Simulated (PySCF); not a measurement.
H₅NOSeSi, SMILES N[Se]O[SiH3].

Coordinates come from a B3LYP-D3(BJ)/def2-SVP optimisation. The structure was generated by enumeration, and PubChem lists no compound with its InChIKey, so it may never have been made. The values are those of a single conformer.

Computed with PBE/def2-TZVP in PySCF.

Gas-phase values at a fixed geometry.

Computed frontier levels, gap, dipole moment and polarisability:
| Property | Value |
|---|---|
| highest occupied level | -5.34 eV |
| lowest empty level | -1.90 eV |
| orbital gap | 3.44 eV |
| dipole moment | 1.75 D |
| quadrupole, principal values (traceless, Buckingham form, about the centre of nuclear charge) | -4.97, -1.15, 6.12 D·Å |
| mean static polarisability | 66.1 bohr³ (9.80 Å³) |
| polarisability, principal values | 52.8, 62.4, 83.2 bohr³ |
